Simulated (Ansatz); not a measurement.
Mulliken charges of `C[Se]C#N` from PBE/def2-TZVPP in Ansatz (PBE0-D4/def2-TZVP geometry).

```csv
atom,x (Å),y (Å),z (Å),charge (e)
C1,-0.645,0.742,-0.240,-0.371
Se2,0.723,0.346,1.090,0.198
C3,1.173,-1.304,0.440,-0.272
N4,1.475,-2.347,0.049,0.007
H5,-0.199,0.761,-1.231,0.151
H6,-1.023,1.730,0.022,0.137
H7,-1.442,0.006,-0.176,0.151
```

Problem. By hand: the dipole of these point charges (1 e Å = 4.8032 D).

Solution. Σ q r = (-0.314, 0.484, -0.024) e Å, of length 0.577 e Å = 2.77 D.

Problem. How does the dipole of the full density compare? (An estimate is asked.)

Solution. Computed: (-0.452, 0.769, 0.018) e Å, 4.29 D; the point charges give 0.65 times that, at 4° from its direction.

Point charges leave out the atoms' own dipoles, such as those of lone pairs, and Mulliken's split depends on the basis, so the two needn't agree.
